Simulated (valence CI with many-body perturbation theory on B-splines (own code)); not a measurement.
## Hyperfine factors and g values of Ba XXIV

Computed by configuration interaction combined with many-body perturbation theory (CI+MBPT): five valence electrons over a frozen Dirac-Fock core [Ar] 3d10, radial functions for each j: 9 s, 9 p, 8 d, 6 f, 3 g, 1 h, with the one-electron correlation potential Σ1, the two-electron term Σ2, the three-electron term Σ3, Breit, model QED; selected CI, second order for the rest (own B-spline code, finite nucleus).

No measured levels were compared; by estimate levels hold to about 250 cm⁻¹ or 0.2 % of their energy and the worst to 1 %, as in measured heavy ions of charge 2 to 7; those with d or f electrons hold less well. Among the levels kept, up to 270 cm⁻¹ of a level comes from second order outside the variational space, and about a tenth of that is noise between levels of different J, which matters for small intervals.

A/g_I is the dipole constant over the nuclear g factor μ/I (μ in nuclear magnetons, uniformly magnetised nucleus), B/Q the quadrupole constant per barn. Both hold the static response of the core; the bare values leave it out. Large factors of s and p1/2 electrons are usually good to 5 to 10 %; those of open d and f shells near neutrality can be off by tens of per cent, and small factors of p3/2, d and f electrons come from cancelling terms and can be off by a factor of two or in sign, in half-filled shells by more. B is blank for J = 1/2, where it vanishes, and for nearly pure S terms. Energies count from the lowest level.

Levels are named by their leading jj configuration (3d3/2^4 stands for four electrons in 3d with j = 3/2), which in mixed levels can hold well under half, so a name can repeat and another be missing. Letters in brackets count levels of one name in rising energy.

```tsv
Level	E (eV)	g	A/g_I (MHz)	A/g_I bare	B/Q (MHz/b)	B/Q bare
(4s^2 4p1/2^2 4p3/2) J=3/2	0.00	1.468	14800	13900	25100	23900
(4s^2 4p1/2 4p3/2^2) J=3/2	16.89	1.392	-192	-329	10500	9990
(4s^2 4p1/2 4p3/2^2) J=5/2	20.26	1.198	35800	34200	-172	-158
(4s^2 4p1/2 4p3/2^2) J=1/2	24.65	0.663	111000	106000		
(4s^2 4p3/2^3) J=3/2	41.86	1.270	17800	16900	-35600	-33900
(4s 4p1/2^2 4p3/2^2) J=5/2	71.08	1.529	82000	78400	15800	15000
(4s 4p1/2^2 4p3/2^2) J=3/2	79.42	1.319	-17700	-16900	-21300	-20300
(4s 4p1/2^2 4p3/2^2) J=1/2	80.28	2.347	298000	285000		
(4s 4p1/2 4p3/2^3) J=3/2 [a]	90.63	1.242	50000	47900	-16600	-15900
(4s^2 4p1/2^2 4d3/2) J=3/2	94.10	0.824	4760	4740	-3800	-3610
(4s 4p1/2 4p3/2^3) J=5/2	95.74	1.261	93600	89500	-46400	-44100
(4s^2 4p1/2^2 4d5/2) J=5/2	99.03	1.179	5870	5800	9750	9300
(4s 4p1/2 4p3/2^3) J=1/2	100.99	1.380	-18200	-17400		
(4s 4p1/2 4p3/2^3) J=3/2 [b]	102.26	1.110	14800	14100	309	310
(4s^2 4p1/2 4p3/2 4d3/2) J=5/2 [a]	108.32	0.942	27400	26300	-9160	-8700
(4s^2 4p1/2 4p3/2 4d3/2) J=1/2 [a]	109.88	0.289	58700	56600		
(4s^2 4p1/2 4p3/2 4d3/2) J=7/2	110.79	1.119	22900	22000	13300	12600
(4s^2 4p1/2 4p3/2 4d3/2) J=3/2 [a]	111.62	1.036	11100	10800	-13600	-12900
(4s^2 4p1/2 4p3/2 4d5/2) J=7/2 [a]	112.14	1.304	-903	-779	35600	33900
(4s^2 4p1/2 4p3/2 4d5/2) J=9/2	115.46	1.229	18700	17900	16900	16200
(4s^2 4p1/2 4p3/2 4d5/2) J=5/2 [a]	116.95	1.203	15500	15000	-12700	-12100
(4s^2 4p1/2 4p3/2 4d5/2) J=3/2 [a]	118.15	1.182	-6370	-6030	-649	-623
(4s 4p3/2^4) J=1/2	121.19	1.382	214000	205000		
(4s^2 4p1/2 4p3/2 4d3/2) J=5/2 [b]	121.47	1.365	13000	12500	-440	-423
(4s^2 4p1/2 4p3/2 4d5/2) J=7/2 [b]	122.34	1.050	21200	20400	22000	21000
(4s^2 4p1/2 4p3/2 4d3/2) J=3/2 [b]	122.42	1.470	13400	12900	-8760	-8360
(4s^2 4p1/2 4p3/2 4d3/2) J=1/2 [b]	122.45	2.003	66100	62900		
(4s^2 4p1/2 4p3/2 4d5/2) J=3/2 [b]	126.39	0.864	27500	26500	11900	11300
(4s^2 4p1/2 4p3/2 4d5/2) J=5/2 [b]	127.64	1.107	788	827	23300	22200
(4s^2 4p1/2 4p3/2 4d5/2) J=1/2	130.07	0.992	-26600	-25200		
(4s^2 4p3/2^2 4d5/2) J=7/2	133.29	1.245	9200	8870	7500	7150
(4s^2 4p3/2^2 4d5/2) J=9/2	134.71	1.212	10300	9960	28700	27400
(4s^2 4p3/2^2 4d3/2) J=1/2	136.28	1.060	5450	4810		
(4s^2 4p3/2^2 4d3/2) J=3/2 [a]	137.74	1.122	12700	12100	-13100	-12500
(4s^2 4p3/2^2 4d3/2) J=5/2	138.48	1.203	18300	17600	-8860	-8440
(4s^2 4p3/2^2 4d3/2) J=7/2	142.17	1.115	14800	14200	-1370	-1240
(4s^2 4p3/2^2 4d5/2) J=5/2 [a]	143.33	1.205	4660	4640	41900	39900
(4s^2 4p3/2^2 4d3/2) J=3/2 [b]	144.79	1.086	8670	8510	2560	2480
(4s^2 4p3/2^2 4d5/2) J=1/2	146.30	1.873	72400	69700		
(4s^2 4p3/2^2 4d5/2) J=3/2	150.22	0.992	7650	7550	6240	5960
```

(1) Take the isotope of mass number 137, with I = 3/2, μ = 0.9375 μN and Q = 0.236 b. What is the hyperfine structure of (4s 4p1/2^2 4p3/2^2) J=3/2?

Results:

(1) From the table A = -11000 MHz, B = -5020 MHz. Shifts from the centre of gravity in MHz: F = 0: 35000, F = 1: 29000, F = 2: 12000, F = 3: -26000.
